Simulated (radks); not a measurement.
Values are calculated unless marked as measured or tabulated.
Isoelectronic series with 2 electrons, all held in the configuration [He], which need not be the ground one along the series. Code: a radial shooting solver on a logarithmic mesh with Libxc functionals. Model: non-relativistic Kohn-Sham, r2SCAN, spin-polarised, spherical densities, point nucleus; meta-GGA in the generalised Kohn-Sham scheme. Total energies (hartree) and orbital eigenvalues (eV):

ion    E (hartree)         1s
He        -2.90496   -16.5369
Li+       -7.28162   -61.9188
Be2+     -13.65755  -134.5221
B3+      -22.03316  -234.3386
C4+      -32.40858  -361.3671
N5+      -44.78390  -515.6071
O6+      -59.15915  -697.0585
F7+      -75.53435  -905.7213
Ne8+     -93.90951  -1141.595
Mg10+   -136.65977  -1694.978
Al11+   -161.03487  -2012.486
Si12+   -187.40996  -2357.206
P13+    -215.78503  -2729.137
S14+    -246.16010  -3128.279
Cl15+   -278.53517  -3554.633
Ar16+   -312.91022  -4008.198
K17+    -349.28527  -4488.974
Ca18+   -387.66032  -4996.962
Sc19+   -428.03536  -5532.161
Ti20+   -470.41040  -6094.571
V21+    -514.78544  -6684.193
